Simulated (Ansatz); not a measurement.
ClHMg (SMILES [MgH][Cl]) moved off its minimum; all values from Ansatz (a program for electronic structure), cores frozen in correlated methods.
(charge 0, multiplicity 1)
```xyz
3

Mg    -0.00355     0.02058    -1.17965
H     -0.02073    -0.01137    -2.83951
Cl     0.00651     0.00160     1.04194
```

| level | largest force (eV/Å) | on atom | rms difference from CCSD(T)/def2-TZVPPD (eV/Å) | dipole (D) |
|---|---|---|---|---|
| HF/def2-TZVPP | 0.61 | Mg1 | 0.047 | 1.80 |
| PBE/def2-TZVPP | 0.57 | Mg1 | 0.020 | 1.68 |
| r2SCAN/def2-TZVPP | 0.65 | Mg1 | 0.069 | 1.69 |
| B3LYP/def2-TZVPP | 0.50 | Mg1 | 0.046 | 1.73 |
| wB97M-V/def2-TZVPP | 0.51 | Mg1 | 0.071 | 1.73 |
| MP2/def2-TZVPPD | 0.48 | Mg1 | 0.023 | 1.71 |
| CCSD(T)/def2-TZVPPD | 0.52 | Mg1 | 0.000 | 1.74 |

The differences count from one level among others, with limits of its own. Forces at CCSD(T)/def2-TZVPPD (eV/Å):

| atom | Fx | Fy | Fz |
|---|---|---|---|
| Mg1 | -0.001 | -0.022 | 0.524 |
| H2 | 0.000 | 0.009 | -0.312 |
| Cl3 | 0.001 | 0.013 | -0.212 |
